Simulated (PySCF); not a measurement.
# Ionisation energy of Te³⁸⁺ by level of theory

Te³⁸⁺ [Ne] 3s2 3p2 (3P) → Te³⁹⁺ [Ne] 3s2 3p1 (2P), as a difference of total energies. Computed with PySCF 2.14 in an even-tempered Gaussian basis (16 s from 6.6 bohr⁻², ratio 2.5; 10 p from 8.6 bohr⁻², ratio 2.5; 4 d from 35 bohr⁻², ratio 2.7; 4 f from 52 bohr⁻², ratio 2.7), with no relativity, point nucleus. Correlated levels: outer shells: 1s2 frozen; virtual orbitals above 40 to 60 times the deepest correlated orbital energy dropped. The calculations carry no spin-orbit coupling.

```json
{"method": "UHF", "ionisation energy (eV)": "2622.2"}
{"method": "MP2 (outer shells)", "ionisation energy (eV)": "2622.5"}
{"method": "SCS-MP2 (outer shells)", "ionisation energy (eV)": "2622.2"}
{"method": "CCSD (outer shells)", "ionisation energy (eV)": "2622.2"}
{"method": "CCSD(T) (outer shells)", "ionisation energy (eV)": "2622.2"}
```

Spin-orbit coupling is strong in these open shells (close to jj coupling). The scalar numbers leave it out and a first-order estimate fails, so it can dominate the gap to the real levels.

The gap to the reference is mostly relativistic.

For comparison: 2700 ± 4 eV (theoretical estimate listed by NIST; NIST Atomic Spectra Database, ionization energies).
